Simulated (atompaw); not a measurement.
**Os: PAW (atompaw) pseudisation with PBE, scalar-relativistic reference atom.**

osmium (Os), PAW, made with atompaw 4.2.0.5 (PBE, scalar-relativistic). Core [Xe] 4f14, reference 5d6 6s2 6p0. Waves: 6s (bound): rc 2.50 bohr; 6s channel at 1.1 Ry: rc 2.50 bohr; 6p (bound, empty): rc 3.00 bohr; 6p channel at 2.1 Ry: rc 3.00 bohr; 5d (bound): rc 1.95 bohr; 5d channel at 1.4 Ry: rc 3.00 bohr. Local part: troulliermartins scheme with l = 3 at 0 Ry, radius 2.45 bohr. Core correction: smooth core density matched at 2.40 bohr. Augmentation charge: besselshape compensation charge, radius 2.75 bohr; PAW radius 3.00 bohr; waves and projectors: custom polynom2 7 10 vanderbiltortho.

All-electron outer shells of the reference configuration (PBE, scalar-relativistic, ld1.x):

```
shell  level (eV)  outermost node (bohr)  outermost maximum (bohr)
   4f      -51.98                      –                      0.40
   5p      -50.84                   0.55                      1.03
   5d       -6.25                   0.60                      1.36
   6s       -6.15                   1.20                      2.48
   6p       -1.27                   1.44                      3.56
```

(1) Estimate the cutoffs (Ry, on a coarse ladder) from which the occupation-weighted sum of valence levels, in a spherical-Bessel basis at the reference potential, stays within 10 and 1 mRy of its value at 400 Ry.

(2) Does the potential have ghost states?

(3) Is the overlap operator S = 1 + Σ q|β⟩⟨β| positive definite (Bessel basis up to 400 Ry)?

(4) Which valence shell sets the plane-wave cutoff?

Results:

(1) 21 Ry and 30 Ry.

(2) No extra level below or beside the all-electron valence levels (s, p, d, f tested).

(3) Yes: its lowest eigenvalue is 0.47 (s channel).

(4) 5d: its level needs 25 Ry to come within 1 mRy, against 8 Ry for 6s.
